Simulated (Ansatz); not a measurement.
Relaxation of H4S2SeSi (8 atoms, charge 0, multiplicity 1), to a largest force component of 0.02 eV/Å in at most 50 steps.

Method: Ansatz 0.2.0, RKS CAM-B3LYP/def2-SVP.

```xyz
8
Properties=species:S:1:pos:R:3
S -0.945 0.394 -1.885
S -0.503 1.745 -0.293
Si 0.857 0.347 0.544
Se -0.165 -1.372 1.526
H -2.059 -0.134 -1.193
H -0.339 3.033 0.173
H 1.715 1.032 1.590
H -0.597 -1.916 0.145
```

Problem. Where does it end, and by what steps?

Solution. The forces met the threshold. The force dipped under the threshold on the way, but the program's further checks kept it going. After 36 steps the energy has fallen by 3.028 eV; H5 moved furthest, 1.80 Å. Parted: S2–Si3.

| step | energy less start (eV) | largest force component (eV/Å) | accepted |
| --- | --- | --- | --- |
| 0 | 0.0000 | 2.452 | yes |
| 2 | -1.5840 | 1.718 | yes |
| 4 | -2.5666 | 1.427 | yes |
| 6 | -2.8984 | 0.323 | yes |
| 8 | -2.8970 | 0.766 | no |
| 10 | -2.9365 | 0.114 | yes |
| 12 | -2.9590 | 0.607 | yes |
| 14 | -2.9863 | 0.690 | yes |
| 16 | -3.0030 | 0.479 | yes |
| 18 | -3.0180 | 0.038 | yes |
| 20 | -3.0170 | 0.082 | no |
| 22 | -3.0213 | 0.101 | yes |
| 24 | -3.0227 | 0.064 | yes |
| 26 | -3.0246 | 0.098 | yes |
| 28 | -3.0262 | 0.097 | yes |
| 30 | -3.0265 | 0.092 | no |
| 32 | -3.0273 | 0.040 | yes |
| 34 | -3.0278 | 0.025 | yes |
| 36 | -3.0278 | 0.016 | yes |

```xyz
8
Properties=species:S:1:pos:R:3
S -1.343 0.895 -2.000
S -0.991 1.435 -0.015
Si 1.280 0.004 0.489
Se 0.342 -1.562 1.893
H -2.617 1.348 -2.050
H -0.383 2.626 -0.230
H 1.338 1.029 1.618
H 0.337 -2.645 0.899
```

Whether the end is a true minimum wasn't checked by a vibrational analysis.

Run time: 2.2 min on 2 threads of Arm Neoverse V2, with other jobs on the host, peak memory 0.32 GiB.
